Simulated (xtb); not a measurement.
xtb input (GFN1-xTB):

```bash
xtb mol.xyz --gfn 1 --sp --chrg 0 --uhf 0
```
mol.xyz:
```
12

C      0.23396935     1.85958413     1.67396884
C      0.10931493     0.86883310     0.78211011
Si    -1.58975331     0.39730889     0.18941970
Cl    -1.61099391     0.40830594    -1.88136689
Si     1.64043460     0.00550505     0.17318717
Cl     1.40595983    -2.03791307     0.41441978
H      1.19575773     2.15823386     2.08350585
H     -0.61919255     2.42429574     2.04161635
H     -2.57408318     1.38544869     0.67766830
H     -1.95969745    -0.96488188     0.61562254
H      2.80442269     0.44528550     0.97033027
H      1.86912840     0.24504072    -1.26361241
```

End of the output:

```
         :::::::::::::::::::::::::::::::::::::::::::::::::::::
         ::                     SUMMARY                     ::
         :::::::::::::::::::::::::::::::::::::::::::::::::::::
         :: total energy             -19.794046365554 Eh    ::
         :: gradient norm              0.059069217148 Eh/a0 ::
         :: HOMO-LUMO gap              3.632116324035 eV    ::
         ::.................................................::
         :: SCC energy               -19.946972120239 Eh    ::
         :: -> electrostatic           0.004582727654 Eh    ::
         :: repulsion energy           0.159509912482 Eh    ::
         :: dispersion energy         -0.006584157796 Eh    ::
         :: halogen bond corr.         0.000000000000 Eh    ::
         :: add. restraining           0.000000000000 Eh    ::
         :: total charge               0.000000000000 e     ::
         :::::::::::::::::::::::::::::::::::::::::::::::::::::

           -------------------------------------------------
          |                Property Printout                |
           -------------------------------------------------

    * Orbital Energies and Occupations

         #    Occupation            Energy/Eh            Energy/eV
      -------------------------------------------------------------
         1        2.0000           -0.9130145             -24.8444
       ...           ...                  ...                  ...
         6        2.0000           -0.5614330             -15.2774
         7        2.0000           -0.5392098             -14.6726
         8        2.0000           -0.4970356             -13.5250
         9        2.0000           -0.4955537             -13.4847
        10        2.0000           -0.4890370             -13.3074
        11        2.0000           -0.4875969             -13.2682
        12        2.0000           -0.4846757             -13.1887
        13        2.0000           -0.4802147             -13.0673
        14        2.0000           -0.4675187             -12.7218
        15        2.0000           -0.4614118             -12.5557
        16        2.0000           -0.4556258             -12.3982
        17        2.0000           -0.4499251             -12.2431
        18        2.0000           -0.4172712             -11.3545 (HOMO)
Note: The following floating-point exceptions are signalling: IEEE_DENORMAL
normal termination of xtb
        19                         -0.2837933              -7.7224 (LUMO)
        20                         -0.1995225              -5.4293
        21                         -0.1694251              -4.6103
        22                         -0.1668816              -4.5411
        23                         -0.1592780              -4.3342
        24                         -0.1560051              -4.2451
        25                         -0.1089798              -2.9655
        26                         -0.0945260              -2.5722
        27                         -0.0744185              -2.0250
        28                         -0.0676235              -1.8401
        29                         -0.0654760              -1.7817
       ...                                ...                  ...
        56                          1.5544608              42.2990
      -------------------------------------------------------------
                  HL-Gap            0.1334778 Eh            3.6321 eV
             Fermi-level           -0.3505322 Eh           -9.5385 eV

  Mulliken/CM5 charges         n(s)   n(p)   n(d)
     1C     0.00327 -0.08609   1.064  2.933  0.000
     2C    -0.15360 -0.08998   1.110  3.044  0.000
     3Si    0.29219  0.04420   1.232  1.714  0.762
     4Cl   -0.10968 -0.07045   1.893  5.225 -0.008
     5Si    0.29219  0.04420   1.232  1.714  0.762
     6Cl   -0.10968 -0.07045   1.893  5.225 -0.008
     7H     0.02550  0.07986   0.975  0.000  0.000
     8H     0.02550  0.07986   0.975  0.000  0.000
     9H    -0.06887  0.01436   1.069  0.000  0.000
    10H    -0.06396  0.02005   1.064  0.000  0.000
    11H    -0.06887  0.01436   1.069  0.000  0.000
    12H    -0.06396  0.02005   1.064  0.000  0.000

Wiberg/Mayer (AO) data.
largest (>0.10) Wiberg bond orders for each atom

 ---------------------------------------------------------------------------
     #   Z sym  total        # sym  WBO       # sym  WBO       # sym  WBO
 ---------------------------------------------------------------------------
     1   6 C    3.989 --     2 C    1.793     7 H    0.970     8 H    0.970
                             3 Si   0.109     5 Si   0.109
     2   6 C    3.939 --     1 C    1.793     3 Si   1.009     5 Si   1.009
     3  14 Si   4.478 --     4 Cl   1.388     2 C    1.009    10 H    0.926
                             9 H    0.926     1 C    0.109
     4  17 Cl   1.462 --     3 Si   1.388
     5  14 Si   4.478 --     6 Cl   1.388     2 C    1.009    12 H    0.926
                            11 H    0.926     1 C    0.109
     6  17 Cl   1.462 --     5 Si   1.388
     7   1 H    1.010 --     1 C    0.970
     8   1 H    1.010 --     1 C    0.970
     9   1 H    0.990 --     3 Si   0.926
    10   1 H    0.993 --     3 Si   0.926
    11   1 H    0.990 --     5 Si   0.926
    12   1 H    0.993 --     5 Si   0.926
 ---------------------------------------------------------------------------

Topologies differ in total number of bonds
Writing topology from bond orders to xtbtopo.mol

 dipole moment from electron density (au)
     X       Y       Z
   0.1002   0.7964   0.7169  total (Debye):    2.735

           -------------------------------------------------
          | TOTAL ENERGY              -19.794046365554 Eh   |
          | GRADIENT NORM               0.059069217148 Eh/α |
          | HOMO-LUMO GAP               3.632116324035 eV   |
           -------------------------------------------------

------------------------------------------------------------------------
------------------------------------------------------------------------
 total:
 SCF:
```
